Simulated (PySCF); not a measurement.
# Finite-field polarisability of Br (bromine, neutral)

[Ar] 3d10 4s2 4p5, 2P determinant. Computed with PySCF 2.14 in aug-cc-pVTZ-PP with one added diffuse shell each of s, d, f type with ECP10MDF (7s5p5d3f, 68 functions), with a scalar-relativistic core potential. Frozen: 3s2 3p6 3d10. Energy changes in a uniform field (μhartree):

| axis | F (au) | HF | MP2 | CCSD | CCSD(T) |
| --- | --- | --- | --- | --- | --- |
| x | 0.0033 | -101.359 | -104.329 | -104.085 | -104.712 |
| x | 0.0066 | -405.575 | -417.486 | -416.515 | -419.031 |
| y | 0.0031 | -101.547 | -105.230 | -104.866 | -105.737 |
| y | 0.0062 | -406.432 | -421.212 | -419.748 | -423.249 |

By symmetry the remaining axis equals y.

Question: Derive α along x at CCSD(T) from the two fields.

Answer: With ΔE = −αF²/2 − γF⁴/24, α = −(16 ΔE(F) − ΔE(2F))/(6F²) = 19.23 bohr³.

Question: And the mean polarisability at each level?

Answer: The components xx, yy, zz at CCSD(T) are 19.23, 22.00, 22.00, the third axis being equal by symmetry to one of the two computed. Means: HF 20.29, MP2 20.98, CCSD 20.92, CCSD(T) 21.08 bohr³. Reference: 21 ± 1 bohr³ (recommended; Schwerdtfeger and Nagle, table of static dipole polarizabilities (2023 update)).
